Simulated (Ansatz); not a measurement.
Total energies of `FC(F)(F)c1ccc(-c2ccc(-c3ccc(-c4ccc(C(F)(F)F)nc4)nc3)nc2)nc1` from Ansatz at PBE-D4/def2-TZVP, gas phase (1 Eh = 27.2114 eV = 2625.5 kJ/mol). The reference geometry is relaxed at PBE-D4/def2-SVP.

```
                state   geometry  energy (Eh)
     charge 0 singlet  reference  -1662.52451
     charge 1 doublet  reference  -1662.24018
    charge -1 doublet  reference  -1662.59680
free F atom (doublet)          –    -99.66912
free C atom (triplet)          –    -37.79597
free N atom (quartet)          –    -54.53214
free H atom (doublet)          –     -0.49962
```

Single mean-field runs in def2-TZVP are fitted with def2-universal-jkfit.

Q: Work out the vertical ionisation energy to the doublet.

A: E(charge 1 doublet) − E(charge 0 singlet) = -1662.24018 − (-1662.52451) = 0.28433 Eh = 7.74 eV. For comparison, −ε of the highest occupied level is 6.05 eV at this level, 1.69 eV less.

Q: Work out the vertical electron affinity, to the doublet.

A: E(charge 0 singlet) − E(charge -1 doublet) = -1662.52451 − (-1662.59680) = 0.07229 Eh = 1.97 eV. The basis lacks diffuse functions, which makes affinities too small.

Q: Give the fundamental gap IE − EA, the Mulliken electronegativity (IE + EA)/2 and the hardness (IE − EA)/2.

A: From the values in Eh: IE − EA = 0.28433 − 0.07229 = 0.21204 Eh = 5.77 eV; (IE + EA)/2 = 4.85 eV; (IE − EA)/2 = 2.88 eV. The HOMO–LUMO gap of the same run is 2.55 eV, 3.22 eV smaller than the fundamental gap.

Q: What is the binding energy per atom against free atoms?

A: Atoms: 6 × (-99.66912) + 22 × (-37.79597) + 4 × (-54.53214) + 12 × (-0.49962) = -1653.65006 Eh. Binding: -1653.65006 − (-1662.52451) = 8.87445 Eh = 241.49 eV, or 5.49 eV for each of 44 atoms (no zero-point energy, no counterpoise term).

At PBE-D4/def2-TZVP the gap within one spin of the charge 1 doublet nearly closes, so an electron or hole may be smeared out by delocalisation error.
